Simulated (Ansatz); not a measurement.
Ligand exchange: SnH3Br + C2H4Br2 → SnH3(CH3) + CHBr3

Species: SnH3Br `[Br][SnH3]`, singlet; C2H4Br2 (1,1-dibromoethane) `CC(Br)Br`, singlet; SnH3(CH3), singlet; CHBr3 `BrC(Br)Br`, singlet. The partners trade Br for CH3: Sn–Br and C–CH3 bonds give way to Sn–CH3 and C–Br.

Shapes, held fixed at every level: PBE0-D4/def2-TZVP. Programs: Ansatz 0.2.0. The zero-point and thermal change to 298 K, harmonic and unscaled (PBE0-D4/def2-TZVP), is -6.9 kJ/mol.

Q: Estimate ΔH(298 K) of this reaction.

A: The highest level, CCSD(T)/def2-TZVPP, gives ΔH(298 K) = +161.9 kJ/mol; the levels span +159.6 to +214.0. The column of differences is taken from that level and isn't an error. No measured value is set beside it here. For atoms past krypton def2 sets carry core potentials with scalar relativity. Relativity is left out for Br. Outer-core shells of Br, Sn are correlated in most correlated rows, in sets that cover them unevenly.

```csv
level,kind,ΔH(298 K) (kJ/mol),less CCSD(T)/def2-TZVPP
HF/def2-SVP,Hartree–Fock,+214.0,+52.1
SPW92/def2-TZVPP,LDA,+159.6,-2.3
r2SCAN-D4/def2-TZVPP,meta-GGA,+171.1,+9.2
PBE0-D4/def2-TZVPP,global hybrid,+169.8,+7.9
wB97X-V/def2-TZVPP,range-separated hybrid,+171.5,+9.6
B2PLYP/def2-TZVPP,double hybrid,+167.7,+5.8
CCSD(T)/def2-TZVPP,coupled cluster or CI,+161.9,0.0
```
